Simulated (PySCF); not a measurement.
# Radial density of Al (aluminium, neutral)

UHF, [Ne] 3s2 3p1, 2P determinant. All numbers are calculated (PySCF 2.14, no relativity, point nucleus, in pcseg-2).

```tsv
r (bohr)	4πr²ρ (e/bohr)	4πr²(ρα − ρβ)
0.00156	0.04145	0.0000
0.00263	0.1144	0.0000
0.00442	0.3081	0.0000
0.00744	0.8068	0.0000
0.0125	1.999	-0.0001
0.0211	4.535	-0.0002
0.0354	8.849	-0.0003
0.0596	13.50	0.0004
0.100	13.99	0.0047
0.169	9.559	0.0180
0.283	9.814	0.0381
0.477	12.66	0.0323
0.802	6.396	-0.0009
1.35	1.367	0.0790
2.27	1.169	0.2882
3.82	0.5152	0.2356
6.42	0.04947	0.0370
10.8	0.0004072	0.0004
```
